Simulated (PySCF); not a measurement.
BH6NO2Si. Atoms are numbered in the order given.

```xyz
11

Si    -0.8563    -0.6849     0.4599
N     -1.8759     0.6356    -0.1583
B      0.9668     0.0219    -0.0902
O      2.1681    -0.4432     0.3384
O      0.8943     1.0422    -0.9899
H     -1.0585    -0.9989     1.9119
H     -1.2729    -1.8979    -0.3091
H     -2.8280     0.4021    -0.4337
H     -1.9127     1.4743     0.4207
H      2.9049     0.0277    -0.0802
H     -0.0464     1.2301    -1.1774
```

Geometry: B3LYP-D3(BJ)/def2-SVP. The structure was generated by enumeration, and PubChem lists no compound with its InChIKey, so it may never have been made. One conformer was computed; it need not be the lowest.

These are PBE/pcSseg-1 in PySCF values and carry that method's errors.

GIAO shieldings, no solvent; atoms listed in one row are averaged. δ = σ(ref) − σ: ²⁹Si against TMS (σ = 335.4 ppm); ¹⁵N against NH3 (σ = 267.0 ppm); ¹¹B against BF3 (σ = 83.9 ppm); ¹⁷O against H2O (σ = 334.3 ppm); ¹H against TMS (σ = 31.49 ppm), references at their B3LYP-D3(BJ)/def2-TZVP geometries, non-relativistic.

### Question
Estimate the chemical shifts. (The exact figures need the calculation; the answer reports its results.)

### Answer

```tsv
nucleus	atoms	count	δ (ppm)
²⁹Si	Si1	1	-56.3
¹⁵N	N2	1	9.9
¹¹B	B3	1	19.0
¹⁷O	O5	1	191.2
¹⁷O	O4	1	142.1
¹H	H11	1	7.95
¹H	H6	1	5.04
¹H	H7	1	4.88
¹H	H10	1	4.86
¹H	H8	1	0.50
¹H	H9	1	-0.35
```
